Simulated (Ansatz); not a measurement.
Species: C2H3Br, SMILES `C=CBr` (charge 0, multiplicity 1).

Problem. Give a relaxed geometry from B3LYP-D3(BJ)/def2-TZVP run with Ansatz (a first-principles code).

Solution. the end point of this relaxation (outside a Z-matrix the atoms follow the SMILES, hydrogens last).
Bonded distances (Å): C1–C2 1.319, C1–H4 1.083, C1–H5 1.081, C2–Br3 1.901, C2–H6 1.080. Angles (°): C2–C1–H4 119.5, C2–C1–H5 122.6, H4–C1–H5 117.9, C1–C2–Br3 123.4, C1–C2–H6 124.4, Br3–C2–H6 112.2.
